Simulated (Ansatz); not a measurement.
Spin states of GaAs₂⁻, each relaxed with PBE-D4/def2-TZVPD in Ansatz. Electronic energies in the gas phase.

HSE06 is defined as in plane-wave codes, on full-range PBE exchange. Correlated methods freeze 27 core orbitals; core or outer-core shells of Ga, As are correlated, in sets that lack core-valence functions. The structure comes from a short search, and lower isomers may exist.

Singlet geometry (C2v within 0.1 Å):

Cartesian coordinates in Å:
```
Ga -0.4703 -0.7376 -1.2756
As 0.8317 1.1061 -0.0085
As -0.3614 -0.3685 1.2841
```

Triplet geometry (C2v within 0.1 Å):

| atom | x (Å) | y (Å) | z (Å) |
| --- | --- | --- | --- |
| Ga1 | 1.515 | 0.017 | 0.424 |
| As2 | -1.011 | 0.715 | 0.664 |
| As3 | -0.504 | -0.732 | -1.088 |

Quintet geometry (C2v within 0.1 Å):

```
atom   x (Å)   y (Å)   z (Å)
 Ga1  -0.925   0.025  -1.234
 As2  -0.242   0.779   1.161
 As3   1.167  -0.804   0.072
```

⟨S²⟩: triplet 2.02 at PBE0-D4/def2-TZVPD (pure 2.00), quintet 6.01 at PBE0-D4/def2-TZVPD (pure 6.00).

Run but left out: HF/STO-3G (singlet: restricted singlet, unstable in another Hartree–Fock run and untested here); HF/def2-TZVPD (singlet: restricted singlet, unstable towards broken spin symmetry).

Only these spin states were relaxed.

Q: Estimate which spin state lies lowest at each of these levels, and by how much: PBE-D4/def2-TZVPD; r2SCAN-D4/def2-TZVPD; r2SCANh-D4/def2-TZVPD; PBE0-D4/def2-TZVPD; r2SCAN0-D4/def2-TZVPD; HSE06-D4/def2-TZVPD; BHLYP-D4/def2-TZVPD; ωB97X-V/def2-TZVPD; RPA@PBE/def2-TZVPD; MP2/def2-TZVPD.

A: 
| level | triplet − singlet (kJ/mol) | quintet − singlet (kJ/mol) | lowest of these | remarks |
| --- | --- | --- | --- | --- |
| PBE-D4/def2-TZVPD | 49.7 | 256.4 | singlet | HOMO above zero (quintet), HOMO above zero (singlet), HOMO above zero (triplet) |
| r2SCAN-D4/def2-TZVPD | 40.1 | 238.6 | singlet | HOMO above zero (quintet), HOMO above zero (singlet), HOMO above zero (triplet) |
| r2SCANh-D4/def2-TZVPD | 38.2 | 233.4 | singlet | HOMO above zero (quintet), HOMO above zero (triplet) |
| PBE0-D4/def2-TZVPD | 44.6 | 240.5 | singlet | HOMO above zero (quintet), HOMO above zero (triplet) |
| r2SCAN0-D4/def2-TZVPD | 35.5 | 225.9 | singlet | HOMO above zero (quintet) |
| HSE06-D4/def2-TZVPD | 44.6 | 239.9 | singlet | HOMO above zero (quintet), HOMO above zero (triplet) |
| BHLYP-D4/def2-TZVPD | 41.3 | 243.0 | singlet | HOMO above zero (quintet) |
| ωB97X-V/def2-TZVPD | 50.1 | 260.8 | singlet | – |
| RPA@PBE/def2-TZVPD | 57.9 | 258.8 | singlet | – |
| MP2/def2-TZVPD | 72.6 | 269.1 | singlet | restricted SCF unstable (singlet) |

Change of the quintet − singlet gap on mixing in exact exchange, in kJ/mol: PBE to PBE0 (25 % exact exchange) -15.8; r2SCAN to r2SCANh (10 % exact exchange) -5.1; r2SCAN to r2SCAN0 (25 % exact exchange) -12.7.
